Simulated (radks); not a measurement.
The numbers below are computed, except where a source is named.
Ru I, 44 electrons, occupied as [Kr] 4d8 (not the ground configuration).

Code: a radial shooting solver on a logarithmic mesh with Libxc functionals. Model: scalar-relativistic Kohn-Sham, PBE, spin-polarised, spherical densities, finite nucleus; open shells are filled with parallel spins first (spin-orbit coupling, left out, can overturn this in heavy ions); Fermi nuclear charge, rms radius 4.4809 fm.

Energy parts (eV):
| part | energy |
|---|---|
| total | -123286.932 |
| kinetic | 127485.050 |
| electron-nucleus | -297521.397 |
| Hartree | 50383.237 |
| exchange-correlation | -3633.823 |

Orbitals (lengths in bohr, moments of r in powers of bohr; r(max) is where P^2 peaks):
| orbital | occ. | eigenvalue (eV) | <r^4> | r(max) |
|---|---|---|---|---|
| 1s up | 1 | -21933.90 | 5.909e-06 | 0.02172 |
| 1s down | 1 | -21933.90 | 5.909e-06 | 0.02172 |
| 2s up | 1 | -3151.185 | 0.001076 | 0.1229 |
| 2s down | 1 | -3150.943 | 0.001076 | 0.1229 |
| 2p up | 3 | -2821.955 | 0.0007708 | 0.09824 |
| 2p down | 3 | -2821.775 | 0.0007707 | 0.09824 |
| 3s up | 1 | -552.5112 | 0.05312 | 0.3616 |
| 3s down | 1 | -552.3901 | 0.05308 | 0.3616 |
| 3p up | 3 | -444.3158 | 0.05782 | 0.3549 |
| 3p down | 3 | -444.1776 | 0.05776 | 0.3549 |
| 3d up | 5 | -270.2366 | 0.05964 | 0.3011 |
| 3d down | 5 | -270.0175 | 0.05952 | 0.3012 |
| 4s up | 1 | -74.0845 | 2.136 | 0.9157 |
| 4s down | 1 | -72.9463 | 2.122 | 0.9142 |
| 4p up | 3 | -44.2840 | 3.524 | 0.9852 |
| 4p down | 3 | -43.0626 | 3.515 | 0.9832 |
| 4d up | 5 | -3.6698 | 44.05 | 1.230 |
| 4d down | 3 | -2.5076 | 63.44 | 1.229 |
| 5s up | 0 | -3.6269 | 366.3 | 2.797 |
| 5s down | 0 | -3.1111 | 461.2 | 2.886 |

The highest occupied level is 4d down at -2.508 eV. The configuration is held as typed, so some empty levels lie below it. Spin moment in Bohr magnetons: 2. The spin density at the nucleus is -1.412 e/bohr^3 (1s -0.016, 2s -0.463, 3s 0.231, 4s -1.165). The electron density at the nucleus is 1.125e+05 e/bohr^3 (large components only).
